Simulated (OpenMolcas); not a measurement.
# Fe4+, Ru4+, Os4+: d⁴ down the group

| Property | Result |
| --- | --- |
| Program | OpenMolcas 26.06 |
| Method | CASSCF |
| Basis | ANO-R3 |
| Scalar Hamiltonian | X2C, finite nucleus |
| Spin-orbit coupling | RASSI with atomic mean-field integrals over the reference wave functions, term energies averaged over their components |

Active space for each ion: 4 electrons in 5 orbitals (d).

Computed levels in cm-1 above ⁵D₀:

```csv
Level,Fe4+,Ru4+,Os4+
⁵D₁,147,446,3578
⁵D₂,432,1224,7132
⁵D₃,844,2225,10206
⁵D₄,1366,3381,12664
³H₄,27270,20366,22222
³H₅,27580,21397,27333
³H₆,27922,22291,29679
³P₀(1),29175,20296,20707
³P₁(1),30045,22658,28088
weight of ⁵D in the lowest level (%),100,98,74
```

Mixed levels, with the weight of the term that names them: Os4+ ⁵D₀ (74 %), Os4+ ³H₄ (61 %), Os4+ ³P₀(1) (61 %).

Measured, with the error of the calculation in %. Measured levels: Fe4+ from Corliss and Sugar, J. Phys. Chem. Ref. Data 11, 135 (1982); Os4+ from the list in Palmeri et al., Atoms 14, 22 (2026).

```csv
Level,Fe4+,Os4+
⁵D₁,142 (+3.3),4311 (-17.0)
⁵D₂,417 (+3.6),8083 (-11.8)
⁵D₃,803 (+5.0),11018 (-7.4)
⁵D₄,1283 (+6.5),12966 (-2.3)
³H₄,24932 (+9.4),20374 (+9.1)
³H₅,25226 (+9.3),25344 (+7.8)
³H₆,25528 (+9.4),27669 (+7.3)
³P₀(1),24055 (+21.3),
³P₁(1),24973 (+20.3),24680 (+13.8)
```

The fine-structure level ⁵D₄ changes by a factor of 9.27 from Fe4+ to Os4+.

Without spin-orbit coupling ³H lies 26825, 19530, 18136 cm-1 above ⁵D in that order; the difference to the level ³H₄, of either sign, comes from spin-orbit coupling, which also lowers the zero.

Without dynamic correlation excited terms often stand tens of per cent too high (terms of higher spin than the ground term too low), and those without a measured partner can miss by more than the paired ones. Computed and measured levels are paired by configuration, term and J; levels that our copy of the source lacks, or whose pairing is in doubt (as where it misses far off the trend of its configuration), stay unpaired and out of the deviations. Levels of configurations outside the active space are missing.

A number in round brackets counts repeated terms of one configuration in the order of the reference energies.
